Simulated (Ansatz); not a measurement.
Cost and result up the ladder for As2P (the lowest doublet isomer of a short search) (3 atoms). Charge 0, multiplicity 2. Geometry: PBE0-D4/def2-TZVP.

```xyz
3

P     0.064   -0.771   -0.928
As    0.028   -0.560    1.251
As   -0.092    1.330   -0.323
```

Ansatz on 4 threads of Arm Neoverse V2 on a shared host. Times are rough, and most runs start from the orbitals of an earlier one. PBE0-D4/def2-TZVPD serves as the yardstick here, not as an exact answer. Differences are given only for rows in sets of like size (and for xTB, whose basis is part of the method), since another set adds its own error. Binding counts from free atoms at the same level (P quartet, As quartet; other spins of the atoms weren't run), without zero-point energy or a counterpoise term.

HSE06 is defined as in plane-wave codes, on full-range PBE exchange. Correlated methods freeze 23 core orbitals; core or outer-core shells of As are correlated, in sets that lack core-valence functions. In CCSD on the charge 0 doublet the largest single amplitude is 0.20, so its Hartree–Fock determinant may place the open shell otherwise than the density functionals do. The structure comes from a short search, and lower isomers may exist.

Run but left out: HF/STO-3G, PBE-QIDH/def2-TZVP, MP2/def2-TZVP (⟨S²⟩ 1.01 to 1.39, where a pure state has 0.75).

Correlated methods converge slowly with the basis.

```tsv
level	functions	binding energy per atom (eV)	difference from PBE0-D4/def2-TZVPD (eV)	remarks
r2SCAN0-D4/def2-TZVP	133	2.11	-0.14	spin-contaminated (⟨S²⟩ 0.88)
ωB97X-V/def2-TZVP	133	2.30	0.05	spin-contaminated (⟨S²⟩ 0.85)
r2SCANh-D4/def2-TZVP	133	2.20	-0.05	spin-contaminated (⟨S²⟩ 0.84)
PBE0-D4/def2-TZVP (with forces)	133	2.24	-0.01	–
PBE-D4/def2-TZVPD	151	2.47	0.22	–
PBE-D4/def2-SVP	82	2.40	–	–
HSE06-D4/def2-TZVP	133	2.24	-0.01	–
r2SCAN-D4/def2-TZVP	133	2.27	0.01	–
RPA@PBE/def2-TZVP	133	2.02	-0.23	–
PBE0-D4/def2-SVP	82	2.16	–	–
PBE-D4/def2-TZVP	133	2.46	0.21	–
r2SCAN-D4/def2-TZVPD	151	2.27	0.02	–
PBE0-D4/def2-TZVPD	151	2.25	0.00	–
CCSD(T)/def2-TZVPP	138	1.96	-0.29	spin-contaminated (⟨S²⟩ 1.21)
```

Q: Estimate how long each takes.

A: PBE-D4/def2-SVP 0.85 s; PBE0-D4/def2-SVP 1.4 s; PBE-D4/def2-TZVP 1.6 s; PBE-D4/def2-TZVPD 2.4 s; RPA@PBE/def2-TZVP 2.7 s; HSE06-D4/def2-TZVP 3 s; PBE0-D4/def2-TZVPD 3.4 s; PBE0-D4/def2-TZVP (with forces) 3.9 s; r2SCAN-D4/def2-TZVP 4.6 s; r2SCAN-D4/def2-TZVPD 6 s; r2SCANh-D4/def2-TZVP 6.5 s; r2SCAN0-D4/def2-TZVP 6.5 s; ωB97X-V/def2-TZVP 12 s; CCSD(T)/def2-TZVPP 21 s. On shared hardware such times vary by a factor of up to 3.
